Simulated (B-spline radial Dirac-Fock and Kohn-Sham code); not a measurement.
**The L2-M45M45 Auger spectrum of Br³⁺**

System: bromine as Br³⁺ in the configuration [Ar] 3d10 4s2 4p2, inside a Watson sphere of charge -3 and radius 2.2 Å (a model of the Madelung potential; inside it an electron's potential energy is raised by 19.6 eV).

These are calculated numbers from a radial atomic solver; the model is Dirac-Fock ΔSCF + Breit + QED. The two-hole levels come from diagonalising the Coulomb interaction among the jj configurations; intensities are independent-particle Coulomb rates. Kinetic energies are from the vacuum level. Electron correlation is not included. Open outer shells are spectators and are not coupled to the holes.

```
kinetic energy (eV)  J  leading jj holes (weight)  leading LS term (weight)
             1388.8  0                M4M4 (0.51)                ¹S0 (0.99)
             1397.3  4                M4M5 (0.85)                ¹G4 (1.00)
             1398.4  0                M5M5 (0.51)                ³P0 (0.99)
             1398.4  2                M4M5 (0.64)                ³P2 (0.63)
             1398.5  1                M4M5 (1.00)                ³P1 (1.00)
             1399.7  2                M5M5 (0.78)                ¹D2 (0.59)
             1402.4  2                M4M4 (0.47)                ³F2 (0.95)
             1402.9  3                M4M5 (1.00)                ³F3 (1.00)
             1403.8  4                M5M5 (0.85)                ³F4 (1.00)
```

The intensity is shared as follows: 1397.3 eV 64.3 %, 1399.7 eV 8.5 %, 1402.9 eV 8.5 %, 1398.4 eV 6.5 %, 1403.8 eV 4.9 %, 1402.4 eV 4.0 %, 1388.8 eV 1.9 %, 1398.5 eV 1.0 %, 1398.4 eV 0.3 %.

The strongest line, by its leading LS label ¹G4, lies at 1397.3 eV. The mean weight of the leading component is 0.74 in jj and 0.90 in LS coupling, so LS labels describe these levels better.
